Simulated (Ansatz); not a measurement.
Computed with Ansatz on PBE0-D4/def2-TZVP structures; ΔE is electronic, products minus reactants. CCSD(T)/CBS adds triple-zeta CCSD(T) − MP2 to the extrapolated MP2 energy (def2 sets, frozen cores). DFT in def2-TZVPP. Elements past krypton have def2 core potentials. For Ge, In outer-core shells are correlated without core-valence functions, which leaves a few kJ/mol of doubt a bond. Scalar relativity is left out up to krypton. Each species was taken in one conformer, which may not be the lowest.

`[SH][Ge][Cl]` + `C[CH2][In]([Cl])[Cl]` → `C[CH2][Ge][Cl]` + `[SH][In]([Cl])[Cl]`  (redistribution)

```json
{"level": "r2SCANh-D4", "ΔE (eV)": "0.28"}
{"level": "BLYP", "ΔE (eV)": "0.40"}
{"level": "CCSD/def2-SVP", "ΔE (eV)": "0.14"}
{"level": "HF/def2-QZVPP", "ΔE (eV)": "0.10"}
```

Task: What does CCSD(T)/CBS give? (An estimate is asked.)

Result: Ansatz gave: +0.22 eV. The listed levels differ from it by 0.06, 0.18, -0.08, -0.12 eV.

Largest T1 diagnostic among the species: 0.014.

From r2SCAN to r2SCAN0 (25 % exact exchange), in def2-TZVPP and without D4, ΔE moves by −0.06 eV. In def2-TZVPP, CCSD(T) changes the Hartree–Fock value by +0.13 eV (the triples alone add +0.03 eV) and MP2 by +0.15 eV.
